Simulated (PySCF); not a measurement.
BiF₂H₃Si. Atoms are numbered in the order given.

```xyz
7

Bi    -0.3794     0.2521     0.0000
F     -0.5229    -1.0981     1.5366
F     -0.5229    -1.0981    -1.5366
Si     2.3210    -0.0563     0.0000
H      2.9109     0.5772    -1.2166
H      2.9109     0.5772     1.2166
H      2.5848    -1.5202     0.0000
```
Charge 0, spin multiplicity 1.

Geometry optimised at B3LYP-D3(BJ)/def2-SVP. The def2 effective core potentials stand for the cores of Bi; spin–orbit coupling is left out.

Level of theory: ωB97X/def2-TZVP run with PySCF.

ESP charges are fitted to the potential on shells at 1.4 to 2.0 van der Waals radii. Atomic charges (e):

| atom | Löwdin | ESP fit |
|---|---|---|
| Bi1 | 0.77 | 0.71 |
| F2 | -0.37 | -0.37 |
| F3 | -0.37 | -0.37 |
| Si4 | 0.08 | 0.12 |
| H5 | -0.04 | -0.04 |
| H6 | -0.04 | -0.04 |
| H7 | -0.03 | -0.01 |
